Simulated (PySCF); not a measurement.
C₂H₆Cl₂Si₂.
Numbering: `[SiH3:1][SiH2:2][CH:3]=[C:4]([Cl:5])[Cl:6]` (hydrogens: H7, H8, H9 on Si1; H10, H11 on Si2; H12 on C3)

Geometry (PBE0-D3(BJ)/def2-SVP, Å), atoms numbered from 1 in this order:
```
atom  x, y, z in Å
Si1   -1.8809    0.1089    0.6839
Si2   -0.0456    1.1191   -0.3892
C3     1.2156   -0.1694   -0.9169
C4     1.7490   -1.0708   -0.0883
Cl5    1.3325   -1.1373    1.5914
Cl6    2.8954   -2.2637   -0.5643
H7    -3.1357    0.8460    0.3347
H8    -1.7210    0.1286    2.1686
H9    -2.0137   -1.3052    0.2172
H10   -0.4935    1.8210   -1.6307
H11    0.5915    2.1264    0.5157
H12    1.5467   -0.2199   -1.9588
```

Jobs on this species (12 atoms, 80 electrons) with PySCF (density fitting). Hardware of each: one thread, Arm Neoverse V1 (aarch64), no GPU (shared host). Other jobs ran on the host; a repeat could differ by tens of per cent or more. Peak memory is the resident size of the whole Python process, interpreter and libraries included.

Task: Rank these jobs by wall time, shortest first.
A. PBE0-D3(BJ)/def2-SVP, grid level 1; geometry optimisation from a GFN2-xTB start shaken at random; 130 basis functions
B. HF/pcSseg-1; shieldings; 160 basis functions
C. KT2/pcSseg-1; shieldings; 160 basis functions

Result: B (11 s), C (24 s), A (99 s).

All jobs:

```csv
level and settings,work,basis functions,SCF cycles,wall time,peak memory
HF/pcSseg-1,shieldings,160,11,11 s,0.85 GiB
B3LYP/pcSseg-1,shieldings,160,12,18 s,0.93 GiB
LDA/pcSseg-1,shieldings,160,15,20 s,0.84 GiB
KT2/pcSseg-1,shieldings,160,15,24 s,0.81 GiB
BP86/pcSseg-1,shieldings,160,15,24 s,0.81 GiB
BLYP/pcSseg-1,shieldings,160,15,24 s,0.81 GiB
KT3/pcSseg-1,shieldings,160,15,24 s,0.81 GiB
PBE/pcSseg-1,shieldings,160,15,24 s,0.81 GiB
"PBE0-D3(BJ)/def2-SVP, grid level 1",geometry optimisation from a GFN2-xTB start shaken at random,130,78,99 s,0.53 GiB
```

Task: What do all jobs in the table cost together?

Result: About 4.5 min; the longest takes about 37 % of that, and about 9 times as long as the shortest.
